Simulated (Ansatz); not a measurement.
C2H7FO2Si2 (`O[SiH](O)/C=C\[SiH2]F`), relaxed with RKS PBE0-D4/def2-TZVP in the Gaussian-basis code of Ansatz from a GFN2-xTB geometry. The force threshold is 0.005 eV/Å; the program also tests the step.

Total charge 0; spin multiplicity 1.

Start:

```xyz
14

O    -1.233   -0.284   -2.647
Si   -0.617   -0.578   -1.176
O     0.769   -1.394   -1.421
C    -0.370    1.133   -0.422
C     0.086    1.393    0.803
Si    0.597    0.132    2.093
F     1.494   -1.028    1.392
H    -1.071   -0.901   -3.354
H    -1.545   -1.385   -0.381
H     1.339   -1.583   -0.679
H    -0.630    1.970   -1.061
H     0.174    2.433    1.109
H     1.515    0.710    3.067
H    -0.508   -0.617    2.676
```

| step | energy (eV) | largest force (eV/Å) | largest move (Å) |
| --- | --- | --- | --- |
| 1 | -24746.5002 | 0.850 | 0.000 |
| 2 | -24746.5631 | 0.304 | 0.056 |
| 3 | -24746.5753 | 0.171 | 0.048 |
| 4 | -24746.5826 | 0.136 | 0.055 |
| 5 | -24746.5955 | 0.220 | 0.171 |
| 6 | -24746.6015 | 0.282 | 0.079 |
| 7 | -24746.6086 | 0.084 | 0.055 |
| 8 (rejected) | -24746.6021 | 0.559 | 0.076 |
| 9 | -24746.6112 | 0.038 | 0.037 |
| 10 | -24746.6120 | 0.013 | 0.019 |
| 11 | -24746.6124 | 0.050 | 0.029 |
| 13 | -24746.6130 | 0.050 | 0.016 |
| 15 | -24746.6137 | 0.067 | 0.049 |
| 17 | -24746.6142 | 0.054 | 0.032 |
| 19 | -24746.6149 | 0.076 | 0.039 |
| 21 | -24746.6152 | 0.063 | 0.038 |
| 23 | -24746.6156 | 0.042 | 0.007 |
| 25 | -24746.6158 | 0.013 | 0.019 |
| 27 | -24746.6159 | 0.020 | 0.039 |
| 29 (rejected) | -24746.6159 | 0.019 | 0.002 |
| 31 | -24746.6159 | 0.005 | 0.002 |
| 33 | -24746.6159 | 0.004 | 0.008 |
| 34 | -24746.6159 | 0.005 | 0.007 |

End:

```xyz
14

O    -1.058   -0.179   -2.742
Si   -0.471   -0.570   -1.264
O     0.998   -1.267   -1.481
C    -0.430    1.079   -0.386
C    -0.050    1.344    0.869
Si    0.593    0.149    2.125
F     0.814   -1.289    1.430
H    -1.055   -0.864   -3.412
H    -1.364   -1.523   -0.551
H     1.358   -1.718   -0.714
H    -0.777    1.917   -0.993
H    -0.105    2.379    1.216
H     1.905    0.590    2.658
H    -0.359   -0.049    3.245
```

Hardware: 2 threads of an AMD EPYC 7R13 on a shared host and a share of an NVIDIA H100 80 GB. Wall time 61 s, peak host memory 0.97 GiB.
